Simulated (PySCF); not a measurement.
**NaBe: from constants to spectrum**

M06-2X constants of NaBe, ²Σ⁺ (doublet), unpaired electrons σ ↑ (PySCF, no relativity, basis sets Na 3-21G, Be 3-21G; masses 22.9898 and 9.0122 u):

* ωe: 218.2 cm⁻¹
* ωexe: 2.97 cm⁻¹
* Be: 0.30918 cm⁻¹
* αe: 0.00434 cm⁻¹
* D (centrifugal): 2.48e-06 cm⁻¹
* De to Na + Be: 0.353 eV

**Question.** Give the vibrational terms G(v) and spacings up to v = 3.

**Answer.** G(v) = ωe(v+½) − ωexe(v+½)².

| v | G(v) (cm⁻¹) | G(v) − G(v−1) | Bv (cm⁻¹) |
| --- | --- | --- | --- |
| 0 | 108 |  | 0.3070 |
| 1 | 321 | 212 | 0.3027 |
| 2 | 527 | 206 | 0.2983 |
| 3 | 727 | 200 | 0.2940 |

**Question.** How well does the Morse estimate ωe²/(4ωexe) reproduce De, and what is D0?

**Answer.** It gives 0.497 eV, 141 % of the computed De. D0 = De − G(0) = 0.353 − 0.013 = 0.340 eV.

The bond is weak. Basis-set superposition, not corrected here, can be much of De in a small basis, most of all at correlated wavefunction levels. Functionals without a dispersion term scatter widely for such bonds, and LDA overbinds them. 3-21G is very small, so such numbers show the basis as much as the molecule. The state is the lowest determinant that a PBE0 search found; another state may lie lower at other levels.
